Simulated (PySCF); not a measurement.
## Correlation energy of Bi²⁺ (bismuth, charge +2)

[Xe] 4f14 5d10 6s2 6p1, 2P determinant. All numbers are calculated (PySCF 2.14, scalar relativity through the core potential, in cc-pVDZ-PP with ECP60MDF (4s3p2d, 23 functions)). Frozen: 5s2 5p6 5d10; 3 electrons correlated.

MP2 pair energies summed by pair of shells (mhartree):

```json
{"pair": "6s-6s", "energy": "-12.77", "share (%)": "58.1"}
{"pair": "6s-6p", "energy": "-9.19", "share (%)": "41.9"}
```

Total MP2 correlation energy: -21.96 mhartree.

Same-spin part -1.69 and opposite-spin part -20.27 mhartree; SCS-MP2 scales them by 1/3 and 6/5 to -24.89 mhartree.

```json
{"level": "CCSD", "correlation energy (mhartree)": "-31.21"}
{"level": "(T)", "correlation energy (mhartree)": "-0.17"}
{"level": "CCSD(T)", "correlation energy (mhartree)": "-31.38"}
```

Diagnostics: T1 = 0.0057, D1 = 0.0129, largest double amplitude 0.075.

Spin-orbit coupling, absent here, splits the open shell strongly.

Cost of the coupled-cluster step: 0.08 s of wall time on 1 thread of Neoverse-V1 (shared host), for 3 correlated electrons.

Iterations:

```
CC2 = 0
CCSD nocc = (np.int64(2), np.int64(1)), nmo = (14, 14)
frozen orbitals [[0, 1, 2, 3, 4, 5, 6, 7, 8], [0, 1, 2, 3, 4, 5, 6, 7, 8]]
max_cycle = 100
direct = 0
conv_tol = 1e-08
conv_tol_normt = 1e-06
diis_space = 8
diis_start_cycle = 0
Init t2, MP2 energy = -0.0219649207941124
Init E_corr(UCCSD) = -0.021964920800114
cycle = 1  E_corr(UCCSD) = -0.0282874671421893  dE = -0.00632254634  norm(t1,t2) = 0.0360786
cycle = 2  E_corr(UCCSD) = -0.0302186774690086  dE = -0.00193121033  norm(t1,t2) = 0.0125688
cycle = 3  E_corr(UCCSD) = -0.0312140199042332  dE = -0.000995342435  norm(t1,t2) = 0.00470731
cycle = 4  E_corr(UCCSD) = -0.0312057191131925  dE = 8.30079104e-06  norm(t1,t2) = 0.000440817
cycle = 5  E_corr(UCCSD) = -0.0312087462836357  dE = -3.02717044e-06  norm(t1,t2) = 3.94526e-05
cycle = 6  E_corr(UCCSD) = -0.0312081908462789  dE = 5.55437357e-07  norm(t1,t2) = 5.03057e-06
cycle = 7  E_corr(UCCSD) = -0.0312084150362133  dE = -2.24189934e-07  norm(t1,t2) = 9.81397e-07
cycle = 8  E_corr(UCCSD) = -0.0312083467873087  dE = 6.82489047e-08  norm(t1,t2) = 2.43638e-07
cycle = 9  E_corr(UCCSD) = -0.0312083537034215  dE = -6.91611283e-09  norm(t1,t2) = 5.82571e-08
UCCSD converged
E(UCCSD) = -212.7569167225523  E_corr = -0.03120835370342151
UCCSD(T) correction = -0.000170848232276169
```
